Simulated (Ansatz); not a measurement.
Isolated molecules relaxed with PBE0-D4/def2-TZVP in Ansatz; ΔE leaves out vibrations. CCSD(T)/CBS adds triple-zeta CCSD(T) − MP2 to the extrapolated MP2 energy (def2 sets, frozen cores). DFT in def2-TZVPP. B3LYP here is the variant with VWN-RPA as its local correlation; programs differ in this. def2 core potentials past Kr. For Sn outer-core shells are correlated without core-valence functions, which leaves a few kJ/mol of doubt a bond. Each species was taken in one conformer, which may not be the lowest.

Consider the substitution at a C–C bond: `C=C(C=S)CF` + `[SH][SnH3]` → `FC[S][SnH3]` + `C=CC=S`.

`C=C(C=S)CF`:

Cartesian coordinates in Å:
```
C -0.722 -0.567 -1.176
C 0.022 -0.091 -0.171
C 1.462 -0.219 -0.230
S 2.505 0.299 0.895
C -0.579 0.575 1.024
F -1.952 0.622 0.924
H -1.801 -0.489 -1.166
H -0.253 -1.045 -2.029
H 1.834 -0.715 -1.129
H -0.314 0.033 1.936
H -0.201 1.597 1.122
```

`[SH][SnH3]`:

Z-matrix (Å, degrees):
```
Sn
S 1 2.406
H 1 1.706 2 109.4
H 1 1.701 2 104.7 3 119.6
H 1 1.706 2 109.5 3 -120.9
H 2 1.343 1 93.9 3 59.9
```

`FC[S][SnH3]`:

Z-matrix (Å, degrees):
```
C
S 1 1.798
F 1 1.378 2 112.7
H 1 1.092 2 111.3 3 -121.0
H 1 1.092 2 106.6 3 118.8
Sn 2 2.411 1 98.5 3 65.0
H 6 1.702 2 110.5 1 -82.6
H 6 1.706 2 106.0 1 37.9
H 6 1.703 2 106.0 1 157.2
```

`C=CC=S`:

Z-matrix (Å, degrees):
```
C
C 1 1.336
H 1 1.085 2 121.1
H 1 1.083 2 121.8 3 -180.0
C 2 1.442 1 121.8 3 -0.0
H 2 1.086 1 121.3 3 180.0
S 5 1.617 2 125.2 1 -180.0
H 5 1.093 2 114.9 1 0.0
```

**Question.** Is it downhill or uphill in electronic energy at CCSD(T)/CBS, and by how much? (An estimate is asked.)

**Answer.** The calculation gave: Uphill: ΔE = +25.1 kJ/mol.

**Question.** What do these levels give: B3LYP-D4, ωB97X-V, B2PLYP, PBE, MP2/def2-TZVPP, HF/CBS(def2)? (Estimate.)

**Answer.** Computed: B3LYP-D4 23.3, ωB97X-V 27.0, B2PLYP 24.6, PBE 20.0, MP2/def2-TZVPP 29.2, HF/CBS(def2) 29.2 kJ/mol.

Largest T1 diagnostic among the species: 0.016.

From PBE to PBE0 (25 % exact exchange), in def2-TZVPP and without D4, ΔE moves by +5.4 kJ/mol.
